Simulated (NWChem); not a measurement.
System: CH4AlClOS; SMILES C[S][Al]([OH])[Cl]

Excerpt of the output:

```
             Northwest Computational Chemistry Package (NWChem) 7.3.0
             --------------------------------------------------------

                             Geometry "geometry" -> ""
                             -------------------------

 Output coordinates in angstroms (scale by  1.889725989 to convert to a.u.)

  No.       Tag          Charge          X              Y              Z
 ---- ---------------- ---------- -------------- -------------- --------------
    1 Al                  13.0000     0.36554700     0.32794900    -0.00023600
    2 Cl                  17.0000    -0.34620400     2.30082900     0.00164000
    3 O                    8.0000     2.02424100    -0.02439800    -0.00236800
    4 H                    1.0000     2.74626700     0.60555600     0.00063500
    5 S                   16.0000    -1.01669300    -1.32795900    -0.00052700
    6 C                    6.0000     0.15044100    -2.74394300    -0.00092400
    7 H                    1.0000     1.19717200    -2.41356200    -0.00463500
    8 H                    1.0000    -0.04264300    -3.35253200    -0.89428900
    9 H                    1.0000    -0.03734200    -3.34913700     0.89585100

 Effective nuclear repulsion energy (a.u.)     327.5328045605

  xc_inp: hfexch multiplicative factor not found.

                                 NWChem DFT Module
                                 -----------------

 Summary of "ao basis" -> "ao basis" (spherical)
 ------------------------------------------------------------------------------
       Tag                 Description            Shells   Functions and Types
 ---------------- ------------------------------  ------  ---------------------
 Al                          6-31g*                  8       18   4s3p1d
 Cl                          6-31g*                  8       18   4s3p1d
 O                           6-31g*                  6       14   3s2p1d
 H                           6-31g*                  2        2   2s
 S                           6-31g*                  8       18   4s3p1d
 C                           6-31g*                  6       14   3s2p1d

            General Information
            -------------------
          SCF calculation type: DFT
          Wavefunction type:  closed shell.
          No. of atoms     :     9
          No. of electrons :    64
           Alpha electrons :    32
            Beta electrons :    32
          Charge           :     0
          Spin multiplicity:     1
          Use of symmetry is: off; symmetry adaption is: off
          Maximum number of iterations: 150
          AO basis - number of functions:    90
                     number of shells:    44
          Convergence on energy requested:  1.00D-06
          Convergence on density requested:  1.00D-05
          Convergence on gradient requested:  5.00D-04

              XC Information
              --------------
                     Hartree-Fock (Exact) Exchange  1.000

      Superposition of Atomic Density Guess
      -------------------------------------

 Sum of atomic energies:       -1213.17245091

      Non-variational initial energy
      ------------------------------

 Total energy =   -1214.668538
 1-e energy   =   -2328.993674
 2-e energy   =     786.792332
 HOMO         =      -0.304577
 LUMO         =      -0.023770

     ---------------------------------------------
      Total Density - Mulliken Population Analysis
     ---------------------------------------------

    Atom       Charge   Shell Charges
 -----------   ------   -------------------------------------------------------
    1 Al  13    11.75   2.00  2.00  5.97  0.66  0.72  0.10  0.10  0.20
    2 Cl  17    17.44   2.00  2.00  5.98  1.38  3.73  0.55  1.79  0.01
    3 O    8     9.14   2.00  0.93  3.20  0.91  2.09  0.01
    4 H    1     0.44   0.35  0.09
    5 S   16    16.31   2.00  2.00  5.98  1.32  3.09  0.50  1.40  0.03
    6 C    6     6.64   2.00  0.70  1.90  0.73  1.29  0.03
    7 H    1     0.75   0.46  0.29
    8 H    1     0.76   0.47  0.30
    9 H    1     0.76   0.47  0.30

   convergence    iter        energy       DeltaE   RMS-Dens  Diis-err
 ---------------- ----- ----------------- --------- --------- ---------
 d= 0,ls=0.0,diis     1  -1214.0413357442 -1.54D+03  7.92D-03  6.31D-01
 d= 0,ls=0.0,diis     2  -1214.1040973026 -6.28D-02  2.52D-03  2.05D-01
 d= 0,ls=0.0,diis     3  -1214.1241785587 -2.01D-02  8.73D-04  5.08D-03
 d= 0,ls=0.0,diis     4  -1214.1251545409 -9.76D-04  2.60D-04  3.20D-04
 d= 0,ls=0.0,diis     5  -1214.1252275139 -7.30D-05  8.97D-05  2.09D-05
  Resetting Diis
 d= 0,ls=0.0,diis     6  -1214.1252349814 -7.47D-06  3.15D-05  1.72D-06
 d= 0,ls=0.0,diis     7  -1214.1252357453 -7.64D-07  5.97D-06  2.01D-07

         Total DFT energy =    -1214.125235745341
      One electron energy =    -2332.901880471702
           Coulomb energy =      877.046231886879
    Exchange-Corr. energy =      -85.802391721068
 Nuclear repulsion energy =      327.532804560550

 Numeric. integr. density =        0.000000000000

                       DFT Final Molecular Orbital Analysis
                       ------------------------------------

 Vector   30  Occ=2.000000D+00  E=-4.648724D-01
              MO Center= -2.9D-01,  1.6D+00,  1.2D-03, r^2= 3.7D+00
   Bfn.  Coefficient  Atom+Function         Bfn.  Coefficient  Atom+Function
  ----- ------------  ---------------      ----- ------------  ---------------
    25      0.609169  2 Cl px                29      0.350990  2 Cl px
    21     -0.236264  2 Cl px                26      0.217904  2 Cl py
    59     -0.139808  5 S  px                60      0.140217  5 S  py
    30      0.126529  2 Cl py                62      0.115280  5 S  s
    74     -0.111072  6 C  py                40     -0.106302  3 O  py

 Vector   31  Occ=2.000000D+00  E=-4.196065D-01
              MO Center= -8.0D-01, -1.2D+00, -7.6D-04, r^2= 2.7D+00
   Bfn.  Coefficient  Atom+Function         Bfn.  Coefficient  Atom+Function
  ----- ------------  ---------------      ----- ------------  ---------------
    59      0.530481  5 S  px                63      0.262603  5 S  px
    60      0.212064  5 S  py                 8     -0.205175  1 Al py
    55     -0.203575  5 S  px                 6      0.179919  1 Al s
    62     -0.180327  5 S  s                 58     -0.174554  5 S  s
    73     -0.159173  6 C  px                26      0.151453  2 Cl py

 Vector   32  Occ=2.000000D+00  E=-3.663047D-01
              MO Center= -8.6D-01, -1.3D+00, -3.1D-04, r^2= 2.2D+00
   Bfn.  Coefficient  Atom+Function         Bfn.  Coefficient  Atom+Function
  ----- ------------  ---------------      ----- ------------  ---------------
    61      0.634648  5 S  pz                65      0.430731  5 S  pz
    57     -0.240231  5 S  pz                88      0.121887  8 H  s
    90     -0.122298  9 H  s                 75     -0.117408  6 C  pz
     9      0.102859  1 Al pz                87      0.084696  8 H  s
    89     -0.085042  9 H  s                 27     -0.074940  2 Cl pz

 Vector   33  Occ=0.000000D+00  E= 8.682357D-02
              MO Center=  5.0D-01,  4.9D-01,  1.6D-02, r^2= 5.7D+00
   Bfn.  Coefficient  Atom+Function         Bfn.  Coefficient  Atom+Function
  ----- ------------  ---------------      ----- ------------  ---------------
    10      1.773110  1 Al s                 28     -0.566721  2 Cl s
    62     -0.456510  5 S  s                 42     -0.416089  3 O  s
    64     -0.362457  5 S  py                30      0.319746  2 Cl py
    63     -0.197985  5 S  px                 2     -0.173213  1 Al s
    76     -0.142803  6 C  s                 26      0.138998  2 Cl py

[...]

                     NWChem Electrostatic Potential Fit Module
                     -----------------------------------------

 Atom parameters

 Number of atoms is                                    9
 Number of basis functions is                         90

 Grid parameters

 Maximum number of grid points is                  39796
 Number of grid points is                          39795
 Grid range                                     0.300000 nm
 Grid spacing                                   0.020000 nm
 Probe radius                                   0.070000 nm
 Atom radius factor                             1.000000

 Atomic radii

    1    0.100000
    6    0.147000
    8    0.136000
   13    0.195000
   16    0.174000
   17    0.169000
 FASTESP  F
  using M.O. file = ./job.movecs

    Atom              Coordinates                           Charge

                                                  ESP

    1 Al    0.036555    0.032795   -0.000024    1.025961
    2 Cl   -0.034620    0.230083    0.000164   -0.370711
    3 O     0.202424   -0.002440   -0.000237   -0.793276
    4 H     0.274627    0.060556    0.000064    0.408052
    5 S    -0.101669   -0.132796   -0.000053   -0.489452
    6 C     0.015044   -0.274394   -0.000092    0.227726
    7 H     0.119717   -0.241356   -0.000464   -0.018491
    8 H    -0.004264   -0.335253   -0.089429    0.005284
    9 H    -0.003734   -0.334914    0.089585    0.004908
                                            ------------
                                                0.000000

 Dipole moment                                  1.076149

 Quadrupole moment Qxx                         -7.085658
                   Qyy                         -0.982435
                   Qzz                          8.068093

 RMS deviation kJ/mol                           0.080827

 RRMS %                                        33.064653
```

Level: Hartree-Fock/6-31G* (spherical d). Coordinates come from a PBE0/def2-SVP optimisation.

**Question.** Which NWChem input produces such a log?

**Answer.** This is not unique; one that fits is the input that was run:
```
start job
memory heap 200 mb stack 900 mb global 1100 mb
geometry units angstroms noautosym nocenter noautoz
  Al     0.365547     0.327949    -0.000236
  Cl    -0.346204     2.300829     0.001640
  O      2.024241    -0.024398    -0.002368
  H      2.746267     0.605556     0.000635
  S     -1.016693    -1.327959    -0.000527
  C      0.150441    -2.743943    -0.000924
  H      1.197172    -2.413562    -0.004635
  H     -0.042643    -3.352532    -0.894289
  H     -0.037342    -3.349137     0.895851
end
basis spherical
  * library 6-31g*
end
dft
  xc hfexch
  iterations 150
  mulliken
end
task dft energy
esp
  recalculate
  probe 0.07
  range 0.3
  factor 1.0
  spacing 0.02
end
task esp
```
